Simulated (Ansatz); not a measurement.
Z-matrix (Å, degrees):
```
Ge
O 1 1.7624
C 2 1.4175 1 120.99
H 3 1.1014 2 107.94 1 172.34
H 3 1.1038 4 108.62 2 121.57
H 3 1.1054 4 108.20 5 117.35
O 1 1.7624 2 106.82 3 -46.53
C 7 1.4175 1 120.99 2 170.01
H 8 1.1014 7 107.94 1 -172.43
H 8 1.1038 9 108.62 7 -121.57
H 8 1.1054 9 108.20 10 -117.35
O 1 1.7624 2 114.93 3 71.75
C 12 1.4175 1 120.99 2 71.74
H 13 1.1014 12 107.94 1 172.37
H 13 1.1038 14 108.62 12 121.57
H 13 1.1055 14 108.20 15 117.34
O 1 1.7624 2 106.81 3 -169.98
C 17 1.4175 1 121.00 2 46.51
H 18 1.1014 17 107.94 1 -172.35
H 18 1.1038 19 108.62 17 -121.57
H 18 1.1055 19 108.20 20 -117.35
```
Charge 0, spin multiplicity 1.

All values below come from frozen-core CCSD(T)/cc-pVDZ // B3LYP-D3(BJ)/def2-SVP (Ansatz, a quantum-chemistry and plane-wave program).

```
Quantity                         Value
----------------------  --------------
HF energy               -2533.31939 Ha
MP2 correlation energy     -1.42502 Ha
```

Task: Estimate the CCSD correlation energy, the (T) correction, the total energy and the T1 diagnostic.

Result: 
```yaml
CCSD correlation energy: -1.50293 Ha
"(T) correction": -0.04077 Ha
CCSD(T) total energy: -2534.86309 Ha
T1 diagnostic: 0.011
```
